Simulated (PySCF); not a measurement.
## Vibration and rotation of ScC

ROHF-CCSD(T) constants of ScC, ⁴Π (quartet), unpaired electrons σ ↑↑, π ↑ (PySCF, no relativity, basis sets Sc def2-TZVPP, C def2-TZVPP; masses 44.9559 and 12.0000 u):

| Property | Result |
| --- | --- |
| ωe | 749.4 cm⁻¹ |
| ωexe | 5.56 cm⁻¹ |
| Be | 0.48965 cm⁻¹ |
| αe | 0.00348 cm⁻¹ |
| D (centrifugal) | 8.36e-07 cm⁻¹ |
| De to Sc (3d1 4s2) + C | 2.90 eV |

Task: Give the vibrational terms G(v) and spacings up to v = 3.

Result: G(v) = ωe(v+½) − ωexe(v+½)².

```
v  G(v) (cm⁻¹)  G(v) − G(v−1)  Bv (cm⁻¹)
0          373                    0.4879
1         1112            738     0.4844
2         1839            727     0.4809
3         2555            716     0.4775
```

Task: How well does the Morse estimate ωe²/(4ωexe) reproduce De, and what is D0?

Result: It gives 3.13 eV, 108 % of the computed De. D0 = De − G(0) = 2.90 − 0.05 = 2.85 eV.

Correlated steps freeze 6 core orbitals. The CCSD T1 diagnostic is raised, a sign that a single reference may not be enough here. With d or f electrons several states lie close, and the lowest PBE0 determinant need not be the measured ground state.
